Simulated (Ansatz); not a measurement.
C2H4F2OSi (`C=C(F)[SiH](O)F`). Total charge 0; spin multiplicity 1. The structure was optimised at the PBE0-D4/def2-TZVP level. It is one conformer, not always the lowest.

```xyz
10

C     1.239    0.944    0.586
C     0.889   -0.018   -0.252
F     1.794   -0.485   -1.141
Si   -0.783   -0.856   -0.317
O    -1.866   -0.016    0.560
F    -1.200   -0.916   -1.854
H     0.520    1.306    1.311
H     2.233    1.376    0.579
H    -0.771   -2.229    0.213
H    -2.055    0.892    0.317
```

**Question.** What is the dipole moment at B3LYP/def2-TZVPP? (Best estimate.)

**Answer.** The calculation gave: 2.34 D, with components (-0.23, 1.81, 1.47) D in this frame, pointing from negative to positive charge.

**Question.** And with PBE, r2SCAN, ωB97M-V? (Estimate.)

**Answer.** The calculation gave: PBE 2.21 D, r2SCAN 2.29 D, ωB97M-V 2.35 D.

**Question.** Give the Mulliken charges with B3LYP, ωB97M-V, PBE in def2-TZVPP. (Best estimate.)

**Answer.** Computed: 
| atom | B3LYP | ωB97M-V | PBE |
| --- | --- | --- | --- |
| C1 | -0.24 | -0.21 | -0.21 |
| C2 | 0.09 | 0.05 | 0.08 |
| F3 | -0.21 | -0.20 | -0.16 |
| Si4 | 0.72 | 0.68 | 0.61 |
| O5 | -0.38 | -0.37 | -0.34 |
| F6 | -0.32 | -0.30 | -0.27 |
| H7 | 0.11 | 0.10 | 0.10 |
| H8 | 0.12 | 0.12 | 0.10 |
| H9 | -0.09 | -0.04 | -0.09 |
| H10 | 0.19 | 0.18 | 0.19 |

B3LYP here is the variant with VWN-RPA as its local correlation; programs differ in this.
